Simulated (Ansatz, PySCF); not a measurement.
Ways to break one bond of N[Si](Cl)(Cl)Cl:

A. N[Si](Cl)(Cl)Cl -> [NH][Si](Cl)(Cl)Cl + H atom
B. N[Si](Cl)(Cl)Cl -> Cl[Si](Cl)Cl + [NH2] (NH2)
C. N[Si](Cl)(Cl)Cl → N[Si](Cl)Cl + Cl atom

Quantity: bond dissociation energy (enthalpy at 298 K, with B3LYP-D3(BJ) rigid-rotor harmonic-oscillator terms), kcal/mol. Each molecule is optimised on its own at B3LYP-D3(BJ)/def2-TZVP (Ansatz, an electronic-structure program), one conformer each, not searched for the lowest. Frequencies are from Ansatz or PySCF. Cores are frozen in the correlated levels unless marked. Open shells are spin-unrestricted. No spin-orbit coupling. Non-relativistic. Basis-set limits of correlation are two-point, X^-3; Hartree-Fock from the larger set. [CCSD(T)-MP2]/basis is that difference in the basis named.

|  | revPBE/def2-TZVPD (Ansatz) | BHLYP-D3(BJ)/def2-TZVPD (Ansatz + dftd3) | SCS-MP2/STO-3G (Ansatz) | RI-MP2/CBS(cc-pV(T+d)Z,cc-pV(Q+d)Z)+[CCSD(T)-MP2]/cc-pV(T+d)Z (Ansatz) |
|---|---|---|---|---|
| A | 105.6 | 109.1 | 107.7 | 115.0 |
| B | 94.9 | 104.1 | 88.4 | 111.9 |
| C | 100.7 | 106.1 | 87.9 | 113.6 |
